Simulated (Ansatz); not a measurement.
Reaction (isomerisation): `ClC[SiH2][SnH3]` → `[CH3][SnH2][SiH2]Cl`

Isolated molecules relaxed with PBE0-D4/def2-TZVP in Ansatz; ΔE leaves out vibrations. CCSD(T)/CBS is the MP2 limit (def2-TZVPP, def2-QZVPP) plus CCSD(T) − MP2 in def2-TZVPP, frozen cores. DFT in def2-TZVPP. def2 core potentials past Kr. For Sn outer-core shells are correlated without core-valence functions, which leaves a few kJ/mol of doubt a bond. Each species was taken in one conformer, which may not be the lowest.

`ClC[SiH2][SnH3]`:

Cartesian coordinates in Å:
```
Cl -0.953 -1.672 1.596
C 0.651 -1.440 0.844
Si 0.456 -0.467 -0.766
Sn -0.800 1.716 -0.298
H 1.078 -2.429 0.675
H 1.275 -0.911 1.564
H 1.817 -0.199 -1.311
H -0.286 -1.308 -1.741
H -2.482 1.467 -0.185
H -0.245 2.395 1.168
H -0.511 2.848 -1.546
```

`[CH3][SnH2][SiH2]Cl`:

```xyz
11

C     1.698    0.884    0.003
Sn   -0.442    0.906   -0.076
Si   -1.317   -1.494    0.172
Cl   -0.227   -2.709   -1.103
H     2.086    1.884   -0.194
H     2.030    0.560    0.989
H     2.081    0.195   -0.748
H    -0.963    1.548   -1.573
H    -1.069    1.892    1.176
H    -1.126   -2.025    1.547
H    -2.749   -1.641   -0.193
```

| level | ΔE (kcal/mol) |
| --- | --- |
| PBE-D4 | -34.0 |
| HF/def2-TZVPP | -36.8 |
| MP2/def2-QZVPP | -38.2 |
| MP2/CBS(def2) | -38.6 |

**Question.** What does CCSD(T)/CBS give? (An estimate is asked.)

**Answer.** Ansatz gave: -36.6 kcal/mol. The listed levels differ from it by 2.6, -0.2, -1.6, -2.0 kcal/mol.

Largest T1 diagnostic among the species: 0.012.

From PBE to PBE0 (25 % exact exchange), in def2-TZVPP and without D4, ΔE moves by −0.8 kcal/mol.
